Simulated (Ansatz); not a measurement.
PBE exchange is replaced step by step with exact exchange (0 % is PBE, 25 % PBE0; no dispersion term), basis def2-TZVP, Ansatz. System: TiSe₂ (the lowest singlet isomer of a short search). The state is a singlet with charge 0. Geometry: r2SCAN-D4/def2-TZVP.

Geometry of the singlet:

Cartesian coordinates in Å:
```
Ti -0.1432 1.1923 0.6501
Se -1.0915 -0.7663 -0.2692
Se 1.2347 -0.4261 -0.3809
```

At PBE-D4/def2-TZVP, PBE0-D4/def2-TZVP the restricted singlet is unstable: a solution with broken spin symmetry lies lower. At PBE-D4/def2-TZVP an occupied level of the charge 0 singlet lies above an empty one (by up to 0.16 eV), so this SCF solution is probably not the lowest. The restricted singlet is unstable towards broken spin symmetry at other levels; at PBE with 5 % exact exchange/def2-TZVP, PBE with 10 % exact exchange/def2-TZVP, PBE with 15 % exact exchange/def2-TZVP, PBE with 35 % exact exchange/def2-TZVP and others this wasn't settled. The geometry of the singlet was relaxed on an unsound state (restricted singlet, unstable towards broken spin symmetry). At PBE0-D4/def2-TZVP a triplet of charge 0 lies 1.09 eV below the restricted singlet, each at its own geometry. The structure comes from a short search, and lower isomers may exist.

| exact exchange (%) | HOMO (eV) | LUMO (eV) | gap (eV) |
| --- | --- | --- | --- |
| 0 | -3.60 | -3.75 | -0.16 |
| 5 | -3.81 | -3.45 | 0.35 |
| 10 | -4.02 | -3.15 | 0.87 |
| 15 | -4.25 | -2.88 | 1.37 |
| 25 | -4.72 | -2.46 | 2.26 |
| 35 | -5.23 | -2.04 | 3.19 |
| 50 | -6.10 | -1.73 | 4.37 |
